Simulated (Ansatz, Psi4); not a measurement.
The Ansatz (a first-principles code) input:
Ansatz 0.2 input:
```yaml
crystal:
  periodic: [false, false, false]
  atoms:
    - {symbol: C, position_ang: [-0.19495187, 0.15685852, 1.40366555]}
    - {symbol: C, position_ang: [-0.00119422, 0.08240982, 0.04378401]}
    - {symbol: H, position_ang: [-0.29377985, 1.10630927, 1.89854694]}
    - {symbol: H, position_ang: [-0.25392347, -0.72596582, 2.01373916]}
    - {symbol: C, position_ang: [0.07590634, 1.21165371, -0.74090455]}
    - {symbol: H, position_ang: [0.22795896, 1.14765059, -1.80292646]}
    - {symbol: H, position_ang: [-0.01487156, 2.19324052, -0.31204544]}
    - {symbol: C, position_ang: [0.11066686, -1.26726994, -0.61376699]}
    - {symbol: H, position_ang: [0.38726064, -2.03093733, 0.10821526]}
    - {symbol: H, position_ang: [-0.84735425, -1.54391310, -1.05326649]}
    - {symbol: H, position_ang: [0.85214687, -1.24829667, -1.40893108]}
basis:
  gaussian:
    orbitals: cc-pVDZ
hamiltonian:
  xc: {name: wB97X}
magnetization: {spin_polarized: true, initial_magnetization: 1}
accuracy: high
```

### Question
Give the equivalent Psi4 input.

### Answer
This is not unique; one that fits is 
```
memory 2 GB

molecule {
0 2
C    -0.19495187    0.15685852    1.40366555
C    -0.00119422    0.08240982    0.04378401
H    -0.29377985    1.10630927    1.89854694
H    -0.25392347   -0.72596582    2.01373916
C     0.07590634    1.21165371   -0.74090455
H     0.22795896    1.14765059   -1.80292646
H    -0.01487156    2.19324052   -0.31204544
C     0.11066686   -1.26726994   -0.61376699
H     0.38726064   -2.03093733    0.10821526
H    -0.84735425   -1.54391310   -1.05326649
H     0.85214687   -1.24829667   -1.40893108
}

set {
  basis cc-pvdz
  reference uks
  scf_type pk
  puream true
  d_convergence 1e-8
  dft_radial_points 99
  dft_spherical_points 590
}

energy('wb97x')
print_variables()
```

Both were run: Ansatz gave -156.533070 Eh and Psi4 -156.533070 Eh, 0.000 mEh apart.
